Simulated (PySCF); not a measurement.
AlO (SMILES [O]=[Al]), doublet (typed; the unrestricted solution is spin-contaminated), geometry from GFN2-xTB (such geometries of metal compounds can be far from the true shape), with bond 2-1 at 1.8 times its length.

PySCF was given this input:
```python
from pyscf import gto, scf, dft

mol = gto.M(
    atom='''
Al   -0.00000000   -0.00000000   -0.59815116
O     0.00000000    0.00000000    2.22811306
''',
    basis='cc-pvdz',
    spin=1,
    verbose=4,
)

mf = dft.UKS(mol)
mf.xc = 'pbe'
mf.kernel()
mo_i, mo_e, stable_i, stable_e = mf.stability(internal=True, external=False, return_status=True, nroots=6, tol=1e-6)
print('internally stable:', stable_i, ' externally stable:', stable_e)
if not stable_i:
    umf = mf.copy()
    umf.scf_summary = {}
    umf.kernel(umf.make_rdm1(mo_i, mf.mo_occ))
mf.analyze()
```

What does this run give for the total energy, number of basis functions, nuclear repulsion energy?


The total energy comes out as -317.2869 Eh and the number of basis functions comes out as 32. The nuclear repulsion energy comes out as 19.4725 Eh.

These values belong to the state on which the SCF converged, which isn't shown to be the lowest.
